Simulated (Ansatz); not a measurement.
**Which method gave which barrier?**

Saddle point of SiH7O2F, singlet (SiH₄O ([OH][SiH3]) + H₂O + HF → SiH₃F ([F][SiH3]) + H₂O + H₂O; bonds formed: Si1–F7, O2–H8, H6–O9; bonds broken: Si1–O2, H6–F7, H8–O9), PBE0-D4/def2-TZVP structure:

```csv
atom,x (Å),y (Å),z (Å)
Si1,-1.1972,-0.2328,-0.5461
O2,-0.2546,-0.0870,0.9425
H3,-1.1351,-1.5123,-1.2930
H4,-2.4335,-0.5083,0.3038
H5,-1.6578,1.0007,-1.2291
H6,1.4664,0.4580,-0.5157
F7,0.4935,0.1379,-1.3237
H8,0.9533,0.2851,0.9195
O9,1.9387,0.6169,0.4431
H10,-0.8016,-0.1163,1.7288
H11,2.6279,-0.0419,0.5701
```

Program: Ansatz 0.2.0. Basis: def2-TZVPP, with def2-QZVPP for the basis limit. Cores are frozen in the correlated methods. Extrapolation: Hartree–Fock as exp(−7.88 √X), correlation as X^−2.97. Four methods, as single points on the PBE0-D4 structures, gave these electronic barriers from the start structure: 10.53, 12.91, 15.74, 29.79 kcal/mol.

(1) The methods were, in alphabetical order, HF, MP2, PBE-D4, PBE0-D4. Which gave which? (Judge from chemistry; the calculation decides.)

T1 diagnostic: at most 0.011.

## Answers

(1) Computed: PBE-D4 10.53; PBE0-D4 12.91; MP2 15.74; HF 29.79 kcal/mol. For comparison, CCSD(T) at an estimated basis limit (MP2 extrapolated from triple and quadruple zeta, plus CCSD(T) − MP2 in triple zeta) gives 16.92 kcal/mol.

Steps of this kind, hydrogen fluoride cutting a network bond, underlie vapour etching and the fluorination step of atomic layer etching.

Labels in which every atom is bracketed show which atoms are joined, not bond orders.

For scale, one of the runs: CCSD(T)/def2-TZVPP, 233 basis functions, launched by `ansatz run in.yaml --threads 4 --pin off --events-out ev --progress --plain --max-ram 9574MiB`. Time: 110 s of wall clock on 4 CPU threads of an Arm Neoverse V2; the host was shared. Peak host memory: 4.3 GiB.
